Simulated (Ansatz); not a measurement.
Two shapes of singlet Li4H4.

Shape 1:

```xyz
8

H    -1.2047   -0.7775   -0.6564
Li   -0.7665   -0.8159    1.1105
Li   -0.9874    1.0303   -0.6709
H    -0.5492    0.9918    1.0960
Li    0.5492   -0.9918   -1.0960
H     0.9874   -1.0303    0.6709
H     0.7665    0.8159   -1.1105
Li    1.2047    0.7775    0.6564
```

Shape 2:

```xyz
8

H    -1.6791    0.1243   -0.0149
Li   -0.4861    0.8736   -1.3549
Li   -0.6764   -1.5410   -0.0534
H     0.5166   -0.7917   -1.3934
Li   -0.5166    0.7917    1.3934
H     0.6764    1.5410    0.0534
H     0.4861   -0.8736    1.3549
Li    1.6791   -0.1243    0.0149
```

Basis set: def2-SVP (spherical functions). All electrons are correlated. Charge 0, multiplicity 1.

Computed with Ansatz (development build ahead of 0.2.0); each method stands on the lowest determinant of its kind that the runs found.

(1) Which shape is lower in energy, and by how much in each method?

Answers

(1)

```tsv
method	E(2) − E(1) (eV)
RHF	0.106
RHF-MP2	0.199
```

Shape 1 is lower.
